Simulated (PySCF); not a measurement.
# F³⁺ (fluorine, charge +3) across methods

[He] 2s2 2p2, high-spin 3P determinant. Calculation: PySCF 2.14, in aug-cc-pVQZ; no relativity, point nucleus. The B2PLYP total includes its PT2 part (frozen core); its orbital energies are those of the SCF part.

| method | E (hartree) | mean ε 2s α (eV) | mean ε 2s β (eV) | mean ε 2p α (eV) | Σ⟨r²⟩ (bohr²) | ⟨S²⟩ |
| --- | --- | --- | --- | --- | --- | --- |
| PBE0 | -95.4299 | -96.949 | -90.206 | -78.482 | 3.572 | 2.001 |
| r2SCAN | -95.4744 | -94.639 | -88.024 | -76.400 | 3.566 | 2.002 |
| B2PLYP | -95.4850 | -101.09 | -92.588 | -82.143 | 3.570 | 2.002 |
| PBE | -95.4126 | -92.913 | -87.671 | -75.052 | 3.580 | 2.001 |
| UHF | -95.32374 | -108.23 | -96.110 | -88.108 | 3.563 | 2.003 |
| revPBE | -95.4882 | -92.955 | -87.692 | -75.034 | 3.578 | 2.001 |
| LDA | -94.8333 | -92.539 | -87.415 | -74.906 | 3.597 | 2.001 |
| TPSSh | -95.5194 | -95.330 | -88.985 | -76.863 | 3.567 | 2.002 |

Q: Estimate the same row for HSE06.

A: E (hartree) = -95.4382; mean ε 2s α (eV) = -96.484; mean ε 2s β (eV) = -89.776; mean ε 2p α (eV) = -78.057; Σ⟨r²⟩ (bohr²) = 3.572; ⟨S²⟩ = 2.001.
